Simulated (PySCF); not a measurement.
C₅H₈. Atoms are numbered in the order given.

```xyz
13

C     -0.0499     1.0741    -0.6692
C     -0.0499     1.0741     0.6692
C      0.1094    -0.3196     1.2319
C     -0.1444    -1.2231     0.0000
C      0.1094    -0.3196    -1.2319
H     -0.1104     1.9674    -1.2964
H     -0.1104     1.9674     1.2964
H     -0.5808    -0.5331     2.0653
H      1.1308    -0.4534     1.6380
H     -1.1987    -1.5435     0.0000
H      0.4716    -2.1346     0.0000
H      1.1308    -0.4534    -1.6380
H     -0.5808    -0.5331    -2.0653
```

The structure is a stationary point at B3LYP-D3(BJ)/def2-SVP. One conformer was computed; it need not be the lowest.

Method: PBE/def2-TZVP (PySCF).

ESP charges are fitted to the potential on shells at 1.4 to 2.0 van der Waals radii. Atomic charges (e):

| atom | ESP fit | IAO | Mulliken |
|---|---|---|---|
| C1 | -0.20 | -0.16 | -0.15 |
| C2 | -0.20 | -0.16 | -0.15 |
| C3 | 0.07 | -0.27 | -0.13 |
| C4 | -0.11 | -0.26 | -0.20 |
| C5 | 0.07 | -0.27 | -0.13 |
| H6 | 0.11 | 0.15 | 0.10 |
| H7 | 0.11 | 0.15 | 0.10 |
| H8 | 0.01 | 0.14 | 0.10 |
| H9 | 0.03 | 0.14 | 0.09 |
| H10 | 0.05 | 0.14 | 0.09 |
| H11 | 0.02 | 0.14 | 0.10 |
| H12 | 0.03 | 0.14 | 0.09 |
| H13 | 0.01 | 0.14 | 0.10 |

Give the Mayer and Wiberg (Löwdin basis) orders of the bonds. (Estimate from the structure and the level; the computed values follow.)


| bond | Mayer | Wiberg |
|---|---|---|
| C1–C2 | 1.89 | 2.01 |
| C2–C3 | 1.01 | 1.21 |
| C3–C4 | 1.03 | 1.18 |
| C1–C5 | 1.01 | 1.21 |
| C4–C5 | 1.03 | 1.18 |
| C1–H6 | 0.96 | 0.85 |
| C2–H7 | 0.96 | 0.85 |
| C3–H8 | 0.95 | 0.85 |
| C3–H9 | 0.93 | 0.84 |
| C4–H10 | 0.95 | 0.85 |
| C4–H11 | 0.96 | 0.87 |
| C5–H12 | 0.93 | 0.84 |
| C5–H13 | 0.95 | 0.85 |
